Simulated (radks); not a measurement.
Values are calculated unless marked as measured or tabulated.
The oxygen anion O2-, [Ne], held by a Watson sphere: a shell of charge +2 at radius R that stands for the Madelung well of a crystal (potential energy -2/R inside, -2/r outside, in hartree with lengths in bohr). Code: a radial shooting solver on a logarithmic mesh with Libxc functionals. Model: scalar-relativistic Kohn-Sham, LDA (Slater exchange, VWN5 correlation), spin-polarised, spherical densities, point nucleus. Response by self-consistent Sternheimer equations with the Hartree and adiabatic LDA kernel, the relativistic mass of each level held fixed and spin-orbit coupling left out. The sphere does not respond.

R (bohr)  e(1s) (eV)  e(2s) (eV)  e(2p) (eV)  <r> 2p (bohr)  sum of <r^2> (bohr^2)  X-ray form factor at sin(theta)/lambda = 0.1 1/angstrom  alpha (bohr^3)
1.91         -504.65     -22.328      -8.209          1.469                  21.10                                                    8.649           13.39
2.21         -504.56     -21.038      -7.158          1.539                  23.20                                                    8.545           18.01
2.22         -504.56     -20.999      -7.126          1.541                  23.27                                                    8.542           18.18
2.8          -504.04     -19.144      -5.482          1.663                  27.34                                                    8.366           31.58
2.82         -504.02     -19.093      -5.433          1.667                  27.49                                                    8.360           32.17
2.93         -503.90     -18.820      -5.176          1.688                  28.28                                                    8.330           35.61
